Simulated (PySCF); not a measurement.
Compound: C₂H₁₂N₂Si₃.
SMILES: `[SiH2](C)N([SiH3])[SiH2]N=C`

Method used: TDDFT CAM-B3LYP/def2-SVPD, vertical, gas phase, core orbitals frozen in the response in PySCF. Geometry: GFN2-xTB, one conformer, isolated molecule. Torsions of this conformer, `[CH2:1]=[N:2][SiH2:3][N:4]([SiH3:5])[SiH2:6][CH3:7]`: C1–N2–Si3–N4 111°, N2–Si3–N4–Si5 -78°, Si3–N4–Si6–C7 -76°.

```
state  λ (nm)  E (eV)       f     main configurations (H = HOMO, L = LUMO)
   S1   309.4    4.01  0.0004                        H→L (86%), H-1→L (8%)
   S2   201.7    6.15   0.026                        H-1→L (81%), H→L (9%)
   S3   189.1    6.56   0.021        H→L+1 (47%), H→L+2 (22%), H→L+3 (19%)
   S4   182.9    6.78  0.0094      H→L+2 (32%), H-1→L+1 (22%), H→L+1 (19%)
   S5   178.2    6.96  0.0005    H-1→L+1 (32%), H-1→L+2 (24%), H→L+2 (13%)
   S6   176.4    7.03   0.030     H-1→L+3 (54%), H→L+3 (10%), H-1→L+2 (9%)
   S7   167.4    7.41   0.059        H→L+3 (32%), H→L+6 (16%), H→L+1 (13%)
   S8   164.2    7.55   0.013  H-1→L+1 (28%), H-1→L+2 (27%), H-1→L+3 (18%)
```

Triplets, Tamm–Dancoff:

| state | E (eV) | λ (nm) | main configurations (H = HOMO, L = LUMO) |
| --- | --- | --- | --- |
| T1 | 3.41 | 363.2 | H→L (83%), H-1→L (9%) |
| T2 | 5.09 | 243.5 | H-6→L (33%), H-3→L (19%), H-4→L (14%) |
| T3 | 6.00 | 206.8 | H-1→L (58%) |

The lowest singlet comes at 309 nm (387 kJ/mol) in the ultraviolet; it is dark (f under 0.0005); its leading configuration is HOMO→LUMO (86%). The most intense listed level is S7 at 7.41 eV (167 nm, f = 0.059), 3.40 eV above S1. Löwdin shares by element: HOMO nitrogen 55%, carbon 14% or more, silicon 9% or more (atoms not listed hold the other 22%); LUMO carbon 38% or more, nitrogen 30% or more, silicon 7% or more, hydrogen 7% or more (atoms not listed hold the other 18%). Of the 8 states listed, 5 reach f = 0.01 and 2 stay under 0.0005. The listed states span 3.54 eV, and the widest gap between neighbours is 2.14 eV (S1 to S2). The oscillator strengths of these states sum to 0.159; summed over the whole spectrum of an exact calculation they would give the number of electrons, 80 (Thomas–Reiche–Kuhn). No computed singlet lies in the visible range (380 to 750 nm); the lowest, at 309 nm, stands 0.74 eV above its violet end (3.26 eV). Only the lowest 8 singlets were computed, as vertical energies without vibronic structure.

Hardware: Arm Neoverse V1, one thread, shared host. Cost: 89 s wall (with the writing of density and orbital grids), 1.2 GiB resident at most.
